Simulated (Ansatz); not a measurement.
Reaction: BSiH4F (SMILES FB[SiH3]) → BSiH3F (SMILES [SiH2]BF, doublet) + H (doublet) (the H-Si bond breaks)
Each species at its own B3LYP-D3(BJ)/def2-TZVP minimum (Ansatz, an electronic-structure program).

Total energies in hartree (Ansatz). Open shells are spin-unrestricted; no spin-orbit coupling. Cores are frozen in correlated methods. No relativity. Where a partner has so few electrons that a lower coupled-cluster level is exact, that level stands in.

```csv
species,HF/cc-pV(T+d)Z,CCSD(T)/cc-pV(T+d)Z,HF/cc-pV(Q+d)Z,CCSD(T)/cc-pV(Q+d)Z,CCSD(T)/cc-pV(D+d)Z,CCSDT(Q)/cc-pV(D+d)Z
1: BSiH4F (SMILES FB[SiH3]),-415.47556,-416.00414,-415.48902,-416.05405,-415.83887,-415.84058
"2: BSiH3F (SMILES FB[SiH2], doublet)",-414.86140,-415.36462,-414.87455,-415.41311,-415.20403,-415.20586
3: H (doublet),-0.49981,-0.49981,-0.49995,-0.49995,-0.49928,-0.49928
```

Problem. Work out the bond dissociation energy (electronic) in kJ/mol: take Hartree-Fock from cc-pV(Q+d)Z, extrapolate the CCSD(T) correlation energy as X^-3 (X = 3, 4), and add CCSDT(Q) - CCSD(T) in cc-pV(D+d)Z. 1 hartree = 2625.5 kJ/mol.

Solution. 
Species 1: correlation (64·(-0.56503) - 27·(-0.52858))/37 = -0.59163; step -0.00171; E1 = -415.48902 + (-0.59163) + (-0.00171) = -416.08236
Species 2: correlation (64·(-0.53856) - 27·(-0.50322))/37 = -0.56435; step -0.00183; E2 = -414.87455 + (-0.56435) + (-0.00183) = -415.44073
Species 3: correlation (64·(0.00000) - 27·(0.00000))/37 = 0.00000; step +0.00000; E3 = -0.49995 + (0.00000) + (+0.00000) = -0.49995
-1·E1 +1·E2 +1·E3 = 0.14168 hartree = 372.0 kJ/mol.
